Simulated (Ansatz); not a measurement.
Geometry optimisation, Ansatz, RKS PBE/def2-SVP.

input.yaml

```yaml
crystal:
  periodic: [false, false, false]
  atoms:
    - { symbol: Ge, position_ang: [0.211404, -0.803911, -0.366859] }
    - { symbol: F, position_ang: [0.982861, 0.36848, 2.152846] }
    - { symbol: Ge, position_ang: [2.3653, 0.212224, -0.888021] }
    - { symbol: H, position_ang: [3.332497, -0.944, -1.253394] }
    - { symbol: H, position_ang: [2.194403, 1.131872, -2.123248] }
    - { symbol: H, position_ang: [2.930796, 1.0147, 0.303295] }
    - { symbol: H, position_ang: [-0.990852, 0.020511, 0.163548] }
    - { symbol: F, position_ang: [-0.362864, -1.418001, -1.931517] }
    - { symbol: S, position_ang: [0.553123, -2.62324, 0.925648] }
    - { symbol: H, position_ang: [-0.754649, -2.723989, 1.302809] }
    - { symbol: H, position_ang: [1.068281, -0.535948, 2.372692] }
basis:
  gaussian: { orbitals: def2-SVP }
hamiltonian:
  xc: pbe
relax:
  f_tol: 0.03
  max_steps: 50
output:
  orbitals: {}
```

Run as:

```bash
$ ansatz run input.yaml --threads 4 --pin off --max-ram 5120MiB --backend cpu --events-out ev --progress --plain --runs-dir out
```

Question: Where does it end, and by what steps?

Answer: The run converged. After 17 steps the energy has fallen by 0.152 eV; H4 moved furthest, 0.99 Å.

| step | energy less start (eV) | largest force component (eV/Å) | accepted |
| --- | --- | --- | --- |
| 0 | 0.0000 | 0.629 | yes |
| 1 | -0.0484 | 1.195 | yes |
| 2 | -0.0490 | 0.543 | yes |
| 3 | -0.0211 | 0.417 | no |
| 4 | -0.0853 | 0.212 | yes |
| 5 | -0.0910 | 0.087 | yes |
| 6 | -0.0953 | 0.203 | yes |
| 7 | -0.1007 | 0.261 | yes |
| 8 | -0.1070 | 0.292 | yes |
| 9 | -0.1122 | 0.394 | yes |
| 10 | -0.1415 | 0.070 | yes |
| 11 | -0.1409 | 0.286 | no |
| 12 | -0.1471 | 0.058 | yes |
| 13 | -0.1501 | 0.064 | yes |
| 14 | -0.1511 | 0.084 | yes |
| 15 | -0.1515 | 0.057 | yes |
| 16 | -0.1517 | 0.040 | yes |
| 17 | -0.1518 | 0.007 | yes |

```xyz
11
Properties=species:S:1:pos:R:3
Ge 0.121 -0.684 -0.401
F 1.461 -0.078 2.123
Ge 2.314 0.297 -0.825
H 3.391 -0.683 -0.304
H 2.482 0.490 -2.354
H 2.411 1.656 -0.099
H -0.996 0.125 0.306
F -0.611 -1.196 -1.929
S 0.471 -2.598 0.806
H -0.785 -2.618 1.336
H 1.271 -1.013 1.999
```

Whether the end is a true minimum wasn't checked by a vibrational analysis.

Time of the run: 34 s on 4 threads of Arm Neoverse V1, with other jobs on the host, peak memory 0.22 GiB.
